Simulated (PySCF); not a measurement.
A GIAO shielding run with PySCF 2.14.0 with density-fitted response routines (density fitting, non-relativistic, gas phase) on B(NH2)3 (SMILES NB(N)N):

```
{"job": {"kind": "nmr", "xc": "B3LYP", "basis": "pcSseg-1", "pop": false}, "charge": 0, "multiplicity": 1}
B     -0.001770    -0.000583    -0.001008
N      1.424038    -0.029958    -0.076591
H      1.963428    -0.877552     0.008440
H      1.990530     0.803271    -0.113047
N     -0.700302     1.245537    -0.090334
H     -1.684071     1.318171     0.123027
H     -0.222821     2.131963    -0.021968
N     -0.736838    -1.220323     0.162099
H     -0.299701    -2.118394     0.013138
H     -1.732484    -1.252133    -0.003756
```

Hardware: 1 thread of an x86-64 server CPU, shared host.

**Question.** How large is the calculation?

**Answer.** 32 electrons, 98 basis functions and 492 auxiliary functions.

**Question.** How long does it take?

**Answer.** 4.3 s of wall time, with 12 SCF cycles and 4 response iterations. Times on a shared host scatter by some tens of per cent.

**Question.** And these other runs on the same molecule and hardware: GIAO shielding at PBE0/pcSseg-1; spin–spin coupling at B3LYP/pcJ-1?

**Answer.** PBE0/pcSseg-1: 98 functions, 5.4 s; B3LYP/pcJ-1: 168 functions, 12 s.
